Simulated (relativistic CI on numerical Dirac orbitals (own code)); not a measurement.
**Spin-allowed bands of a d8 ion in an octahedral site, by hand**

Problem. A d8 ion in an octahedral site has a 3A2 ground term and spin-allowed bands at ν1 = 10800 and ν2 = 16641 cm⁻¹ (from a computed ligand-field model). Find Δ and the Racah parameter B, and predict the third band.

Working.
1. The F term splits into A2 (−1.2Δ), T2 (−0.2Δ) and T1 (+0.6Δ), so ν1 = E(T2) − E(A2) = Δ = 10800 cm⁻¹.
2. T1(F) mixes with T1(P), which lies at 15B, through an element 0.4Δ. The two roots, counted from A2, are ν2,3 = ½(15B + 3Δ) ∓ ½√[(15B − Δ)² + 12BΔ].
3. Solving the lower root for B gives B = (2ν1² + ν2² − 3ν1ν2)/(15ν2 − 27ν1) = -28965519/-41985 = 690 cm⁻¹.
4. The sum of the roots is 15B + 3Δ, so ν3 = 15B + 3ν1 − ν2 = 26108 cm⁻¹ (383 nm).

Check. The bands were computed by exact diagonalisation of the d8 shell with B = 690 and Δ = 10800 cm⁻¹, which gives ν3 = 26109 cm⁻¹. C does not enter the terms of highest spin.
